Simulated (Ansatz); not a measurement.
Reaction (SMILES): CB(I)I [diiodo(methyl)borane] → I[B]I + [CH3] (CH3) (the B-C bond at the site shown breaks; other sites are not compared here)
Geometries: B3LYP-D3(BJ)/def2-TZVP minima from Ansatz (an electronic-structure program).

Property: bond dissociation energy (electronic energy difference), in kcal/mol. Correlated levels leave the core frozen unless marked. UHF or UKS for open shells. Spin-orbit coupling is left out. The frozen core is the preceding noble-gas configuration, with the filled d and f shells of earlier blocks. In def2 rows, elements after Kr have scalar-relativistic effective core potentials. STO-3G rows are all-electron and non-relativistic. CBS marks a two-point X^-3 extrapolation of the correlation energy; Hartree-Fock from the larger set. [CCSD(T)-MP2]/basis is that difference in the basis named.

| level | program | bond dissociation energy (kcal/mol) |
|---|---|---|
| r2SCAN-D4/def2-TZVPD | Ansatz + dftd4 | 97.7 |
| B3LYP-D4/def2-TZVPD | Ansatz + dftd4 | 101.5 |
| B3LYP/def2-TZVPD | Ansatz | 98.4 |
| PBE0/def2-SVP | Ansatz | 104.9 |
| PBE0-D3(BJ)/def2-TZVP | Ansatz + dftd3 | ___ |
| LC-wPBE-D3(BJ)/def2-TZVPD | Ansatz + dftd3 | 105.0 |
| wB97M-V/def2-TZVPD | Ansatz | ___ |
| wB97X-V/def2-TZVPD | Ansatz | ___ |
| wB97X/def2-TZVPD | Ansatz | ___ |
| B2PLYP-D3(BJ)/def2-TZVPD | Ansatz + dftd3 | 103.3 |
| B2PLYP-D4/def2-TZVPD | Ansatz + dftd4 | 103.0 |
| SCS-MP2/def2-SVPD | Ansatz | 106.7 |
| SCS-MP2/def2-TZVPPD | Ansatz | 106.9 |
| CCSD/STO-3G | Ansatz | 116.7 |
| CCSD/def2-TZVPPD | Ansatz | 101.5 |
| RI-MP2/CBS(def2-TZVPPD,def2-QZVPPD)+[CCSD(T)-MP2]/def2-TZVPPD | Ansatz | 105.3 |

**Question.** What belongs in the gaps?

**Answer.** 
- PBE0-D3(BJ)/def2-TZVP, bond dissociation energy (kcal/mol): 103.8
- wB97M-V/def2-TZVPD, bond dissociation energy (kcal/mol): 108.7
- wB97X-V/def2-TZVPD, bond dissociation energy (kcal/mol): 107.5
- wB97X/def2-TZVPD, bond dissociation energy (kcal/mol): 105.6
